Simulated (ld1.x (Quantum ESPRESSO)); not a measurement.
## Configuration tests for Se (PAW)

```json
{
  "Element": "selenium",
  "Generator": "ld1.x (Quantum ESPRESSO) 7.5",
  "Type": "PAW",
  "Functional": "PBE",
  "Relativity": "scalar-relativistic",
  "Frozen core": "[Ar]",
  "Valence charge": "16",
  "Reference configuration": "3d10 4s2 4p3 (charge +1)",
  "Partial waves": "4s (bound): rcut 1.15, rcutus 1.55 bohr; 4s channel at 0.1 Ry: rcut 1.15, rcutus 1.55 bohr; 4p (bound): rcut 1.95, rcutus 2.10 bohr; 4p channel at 0.35 Ry: rcut 1.95, rcutus 2.10 bohr; 3d (bound): rcut 0.45, rcutus 0.60 bohr; 3d channel at -3.1 Ry: rcut 0.45, rcutus 0.60 bohr",
  "Local potential": "all-electron potential smoothed inside 1.60 bohr (lloc = -2)",
  "Core correction": "Bessel-smoothed model core inside 0.30 bohr",
  "Augmentation charge": "BESSEL, radius 0.50 bohr"
}
```

Energies are relative to the spin-unpolarised reference configuration 3d10 4s2 4p3; without spin polarisation the order of configurations can differ from experiment. The frozen-core shift is the all-electron ΔE with the core orbitals held at their reference shape minus the fully relaxed ΔE.

(1) Give the all-electron excitation energy and the error of the potential for: 3d10 4s2 4p4; 3d10 4s2 4p2; 3d10 4s2 4p1; 3d10 4s2 4p4.3; 3d10 4s0 4p6; 3d10 4s1 4p5; 3d9 4s2 4p4.

Levels in the configuration 3d10 4s2 4p2:

| level | all-electron (eV) | pseudo (eV) |
| --- | --- | --- |
| 3d | -75.815 | -75.842 |
| 4s | -37.635 | -37.635 |
| 4p | -25.464 | -25.462 |

## Answers

(1)

| valence configuration | charge | ΔE all-electron (eV) | error AE − PS (meV) | frozen-core shift (meV) |
| --- | --- | --- | --- | --- |
| 3d10 4s2 4p4 | 0 | -10.845 | +1.9 | -1.0 |
| 3d10 4s2 4p2 | +2 | 20.348 | -2.4 | +2.5 |
| 3d10 4s2 4p1 | +3 | 51.216 | -4.9 | +8.2 |
| 3d10 4s2 4p4.3 | -0.3 | -12.438 | +2.3 | -1.1 |
| 3d10 4s0 4p6 | 0 | 11.119 | +2.4 | +0.5 |
| 3d10 4s1 4p5 | 0 | 0.036 | +1.8 | -0.6 |
| 3d9 4s2 4p4 | +1 | 53.246 | -247 | +403 |

A variational frozen-core shift is positive and of second order in the change. This column holds negative values, so the frozen-core run of ld1.x carries numerical noise or an error of first order here, and the column gives no more than the rough size of the effect.
